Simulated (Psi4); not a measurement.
CH2O, triplet, at a GFN2-xTB geometry (a higher spin typed on purpose: for a closed-shell molecule this is an excited state); Psi4 with MP2/6-311G**.

Psi4 was given this input:
```
memory 2 GB

molecule mol {
0 3
  C    -0.531391    0.098751    0.203776
  O     0.675825   -0.130935   -0.133377
  H    -1.284814   -0.641711   -0.114743
  H    -0.933441    1.096687   -0.040897
}

set basis 6-311g**
set reference uhf
set freeze_core true
set mp2_type conv
set scf_type pk
set puream true
set d_convergence 1e-8

energy('mp2')
print_variables()
```

### Question
What does Psi4 print? Leave out banner, timings and long lists.

### Answer

```
   => Loading Basis Set <=

    Name: 6-311G**
    Role: ORBITAL
    Keyword: BASIS

         ---------------------------------------------------------
                                   SCF
               by Justin Turney, Rob Parrish, Andy Simmonett
                          and Daniel G. A. Smith
                              UHF Reference
         ---------------------------------------------------------

  ==> Geometry <==

    Molecular point group: c1
    Full point group: C1

    Geometry (in Angstrom), charge = 0, multiplicity = 3:

       Center              X                  Y                   Z               Mass
    ------------   -----------------  -----------------  -----------------  -----------------
         C           -0.604613822664     0.113770575559     0.198607807185    12.000000000000
         O            0.602602177336    -0.115915424441    -0.138545192815    15.994914619570
         H           -1.358036822664    -0.626691424441    -0.119911192815     1.007825032230
         H           -1.006663822664     1.111706575559    -0.046065192815     1.007825032230

  Running in c1 symmetry.

  Rotational constants: A =      9.05395  B =      1.17921  C =      1.07997 [cm^-1]
  Rotational constants: A = 271430.67045  B =  35351.76799  C =  32376.55500 [MHz]
  Nuclear repulsion =   30.165336115427650

  Charge       = 0
  Multiplicity = 3
  Electrons    = 16
  Nalpha       = 9
  Nbeta        = 7

  ==> Algorithm <==

  SCF Algorithm Type is PK.
  DIIS enabled.
  MOM disabled.
  Fractional occupation disabled.
  Guess Type is SAD.
  Energy threshold   = 1.00e-08
  Density threshold  = 1.00e-08
  Integral threshold = 1.00e-12

  ==> Primary Basis <==

  Basis Set: 6-311G**
    Blend: 6-311G**
    Number of shells: 24
    Number of basis functions: 48
    Number of Cartesian functions: 50
    Spherical Harmonics?: true
    Max angular momentum: 2

  ==> Integral Setup <==

  Using in-core PK algorithm.
   Calculation information:
      Number of atoms:                   4
      Number of AO shells:              24
      Number of primitives:             46
      Number of atomic orbitals:        50
      Number of basis functions:        48

      Integral cutoff                 1.00e-12
      Number of threads:                 1

  Performing in-core PK
  Using 1384152 doubles for integral storage.
  We computed 45130 shell quartets total.
  Whereas there are 45150 unique shell quartets.

  ==> DiskJK: Disk-Based J/K Matrices <==

    J tasked:                  Yes
    K tasked:                  Yes
    wK tasked:                  No
    Schwarz Cutoff:          1E-12

  Minimum eigenvalue in the overlap matrix is 1.3426676375E-02.
  Reciprocal condition number of the overlap matrix is 2.7738154966E-03.
    Using symmetric orthogonalization.

  ==> Pre-Iterations <==

  SCF Guess: Superposition of Atomic Densities via on-the-fly atomic UHF (no occupation information).

   -------------------------
    Irrep   Nso     Nmo
   -------------------------
     A         48      48
   -------------------------
    Total      48      48
   -------------------------

  ==> Iterations <==

                        Total Energy        Delta E     RMS |[F,P]|

   @UHF iter SAD:  -113.01760572049110   -1.13018e+02   0.00000e+00
   @UHF iter   1:  -113.72818692352170   -7.10581e-01   5.90205e-03 DIIS/ADIIS
   @UHF iter   2:  -113.78217928986128   -5.39924e-02   4.47041e-03 DIIS/ADIIS
   @UHF iter   3:  -113.80415375873224   -2.19745e-02   1.57521e-03 DIIS/ADIIS
   @UHF iter   4:  -113.81671113152011   -1.25574e-02   8.11770e-04 DIIS/ADIIS
   @UHF iter   5:  -113.82091821737157   -4.20709e-03   3.30003e-04 DIIS/ADIIS
   @UHF iter   6:  -113.82148071238005   -5.62495e-04   1.52435e-04 DIIS/ADIIS
   @UHF iter   7:  -113.82160703486271   -1.26322e-04   6.74013e-05 DIIS
   @UHF iter   8:  -113.82163260187184   -2.55670e-05   2.46660e-05 DIIS
   @UHF iter   9:  -113.82163544293844   -2.84107e-06   6.86279e-06 DIIS
[...]
  @UHF Final Energy:  -113.82163567898641
    Total Energy =                       -113.8216356789864108
  DIE_IF_NOT_CONVERGED          => (empty)
[...]
  ORTH_TYPE                     => (empty)
  OS_SCALE                      => (empty)
  PARENT_SYMMETRY               => (empty)
  PCG_BETA_TYPE                 => (empty)
  PCG_CONVERGENCE               => (empty)
  PCG_MAXITER                   => (empty)
  PCM                           => (empty)
  PE                            => (empty)
  PRINT                         => (empty)
  PRINT_NOONS                   => (empty)
  PROPERTIES                    => (empty)
  PROPERTIES_ORIGIN             => (empty)
  PUREAM                        => TRUE            !
  QC_MODULE                     => (empty)
  RAS1                          => (empty)
  RAS2                          => (empty)
  RAS3                          => (empty)
  RAS4                          => (empty)
  RELATIVISTIC                  => (empty)
  RELAXED                       => (empty)
  REMP_A                        => (empty)
  RESTRICTED_DOCC               => (empty)
  RESTRICTED_UOCC               => (empty)
  RMS_MOGRAD_CONVERGENCE        => (empty)
  R_CONVERGENCE                 => (empty)
  SCF_TYPE                      => PK              !
  SCREENING                     => (empty)
  SCS_TYPE                      => (empty)
  SOCC                          => (empty)
  SOS_TYPE                      => (empty)
  SPIN_SCALE_TYPE               => NONE            !
  SS_SCALE                      => (empty)
  SYMMETRIZE                    => (empty)
  TPDM_ABCD_TYPE                => (empty)
  WFN                           => (empty)
  WFN_TYPE                      => OMP2            !
  WRITER_FILE_LABEL             => (empty)
  ZORA_BASIS_TOLERANCE          => (empty)
  ZORA_NR_DEBUG                 => (empty)
  ZORA_PRUNING_SCHEME           => (empty)
  ZORA_RADIAL_POINTS            => (empty)
  ZORA_SPHERICAL_POINTS         => (empty)

 ==============================================================================
 ==============================================================================
 ==============================================================================

                             MP2
                    Program Written by Ugur Bozkaya,
              Additional Contributions by J. P. Misiewicz

 ==============================================================================
 ==============================================================================
 ==============================================================================

	MO spaces per irreps...

	IRREP   FC   AOCC  BOCC  AVIR    BVIR  FV
	==========================================
	   A     2     7     5    39     41     0
	==========================================

	Computing MP2 energy using SCF MOs (Canonical MP2)...
	==============================================================================
	Nuclear Repulsion Energy (a.u.)    :    30.16533611542765
	SCF Energy (a.u.)                  :  -113.82163567898641
	REF Energy (a.u.)                  :  -113.82163567898641
	Alpha-Alpha Contribution (a.u.)    :    -0.04362229359680
	Alpha-Beta Contribution (a.u.)     :    -0.21233750990379
	Beta-Beta Contribution (a.u.)      :    -0.02662825116473
	Scaled_SS Correlation Energy (a.u.):    -0.02341684825384
	Scaled_OS Correlation Energy (a.u.):    -0.25480501188455
	SCS-MP2 Total Energy (a.u.)        :  -114.09985753912480
	SOS-MP2 Total Energy (a.u.)        :  -114.07644069087095
	SCSN-MP2 Total Energy (a.u.)       :  -113.94527663776671
	SCS-MP2-VDW Total Energy (a.u.)    :  -114.12855296404403
	SOS-PI-MP2 Total Energy (a.u.)     :  -114.11890819285172
	MP2 Correlation Energy (a.u.)      :    -0.28258805466532
	MP2 Total Energy (a.u.)            :  -114.10422373365174
	==============================================================================

  Variable Map:
  ----------------------------------------------------------------------------
[...]
  Array Variable Map:
  ----------------------------------------------------------------------------
[...]
[...]
```
